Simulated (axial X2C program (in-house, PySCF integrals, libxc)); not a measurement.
**Excited states of SnAu⁺ by EOM-EE-CCSD**

Calculated with an axial X2C code built on PySCF integrals: two-component X2C with atomic mean-field Coulomb and Gaunt terms, Gaussian nuclei, basis Au dyall-acv3z, Sn dyall-acv3z with contracted cores.

R = 2.488 Å (near the PBE0 minimum at charge 1 of the determinant lowest at the starting distance; the state shown can have its own minimum elsewhere).

Hartree–Fock spinors of SnAu⁺ (one of each Kramers pair; a window near the gap, which can cut inner shells):

```json
{"ω": "3/2", "occupied": "yes", "ε (eV)": "-19.31", "character": "99% Au d"}
{"ω": "1/2", "occupied": "yes", "ε (eV)": "-19.16", "character": "82% Au d, 11% Sn s, 2% Au p"}
{"ω": "3/2", "occupied": "yes", "ε (eV)": "-17.69", "character": "96% Au d"}
{"ω": "5/2", "occupied": "yes", "ε (eV)": "-17.48", "character": "99% Au d"}
{"ω": "1/2", "occupied": "yes", "ε (eV)": "-17.46", "character": "76% Au d, 13% Sn s, 5% Sn p"}
{"ω": "1/2", "occupied": "yes", "ε (eV)": "-13.39", "character": "59% Sn p, 29% Au s, 5% Sn s"}
{"ω": "1/2", "occupied": "no", "ε (eV)": "-5.66", "character": "75% Sn p, 14% Au p, 8% Au d"}
{"ω": "3/2", "occupied": "no", "ε (eV)": "-5.38", "character": "75% Sn p, 14% Au p, 8% Au d"}
{"ω": "1/2", "occupied": "no", "ε (eV)": "-3.99", "character": "36% Au p, 29% Au s, 14% Sn p"}
{"ω": "1/2", "occupied": "no", "ε (eV)": "-2.22", "character": "30% Au s, 25% Au p, 19% Sn s"}
{"ω": "1/2", "occupied": "no", "ε (eV)": "-2.10", "character": "49% Au p, 25% Sn d, 9% Sn p"}
{"ω": "3/2", "occupied": "no", "ε (eV)": "-2.00", "character": "56% Au p, 24% Sn d, 11% Sn p"}
```

Vertical excitation energies from the closed-shell determinant state of SnAu⁺:

```tsv
Ω	excitation (eV)	cm⁻¹	hole of the leading pair	particle of the leading pair	weight of the pair (for Ω = 0 its time-reversed partner can hold as much again)	singles weight
0⁻	1.621	13076	58% Sn pσ, 25% Au sσ, 9% Sn sσ	78% Sn pπ, 11% Au pπ, 7% Au dπ	0.48	0.96
0⁺	1.628	13127	58% Sn pσ, 25% Au sσ, 9% Sn sσ	78% Sn pπ, 11% Au pπ, 7% Au dπ	0.47	0.96
1	1.752	14133	58% Sn pσ, 26% Au sσ, 8% Sn sσ	78% Sn pπ, 10% Au pπ, 8% Au dπ	0.69	0.96
2	1.965	15850	58% Sn pσ, 25% Au sσ, 9% Sn sσ	79% Sn pπ, 10% Au pπ, 8% Au dπ	0.95	0.96
1	2.456	19805	58% Sn pσ, 28% Au sσ	78% Sn pπ, 10% Au pπ, 9% Au dπ	0.68	0.94
0⁻	3.573	28816	53% Sn pσ, 31% Au sσ, 8% Au dσ	33% Au pσ, 26% Au sσ, 18% Sn pσ	0.46	0.96
1	3.582	28889	53% Sn pσ, 31% Au sσ, 8% Au dσ	33% Au pσ, 26% Au sσ, 18% Sn pσ	0.92	0.96
2	4.068	32809	99% Au dδ	67% Sn pπ, 21% Au pπ, 7% Au dπ	0.81	0.89
0⁻	4.122	33249	53% Au dσ, 18% Au dπ, 16% Sn sσ	72% Sn pπ, 16% Au pπ, 7% Au dπ	0.40	0.90
3	4.156	33522	99% Au dδ	69% Sn pπ, 18% Au pπ, 8% Au dπ	0.88	0.88
0⁺	4.190	33791	55% Au dσ, 17% Sn sσ, 16% Au dπ	72% Sn pπ, 14% Au pπ, 7% Au dπ	0.39	0.90
1	4.217	34012	54% Au dσ, 21% Au dπ, 14% Sn sσ	72% Sn pπ, 16% Au pπ, 7% Au dπ	0.52	0.90
```

This point took 54 s on 1 thread of Arm Neoverse V1, on a shared host.

Reference electrons by ω block (each with its −ω partner): 1/2: 37, 3/2: 19, 5/2: 7, 7/2: 1. 14 electrons of SnAu⁺ correlated (inner shells frozen), 88 natural virtual spinors (a truncated set); levels can be off by some tenths of an eV. Roots sought by Ω: (0: 5, 1: 4, 2: 3, 3: 1); rows need 60 % singles weight and stop where some Ω has no more roots. Missing are any skipped roots, higher Ω and states of a further excitation; these come out far too high here and may in truth be low or lowest. T1 of the reference 0.039 (Lee–Taylor). Number of frozen shells: Au 5 s, 4 p, 2 d, 1 f; Sn 4 s, 3 p, 2 d. Large amplitudes in the reference (orbital relaxation or multireference character) lower the reliability.
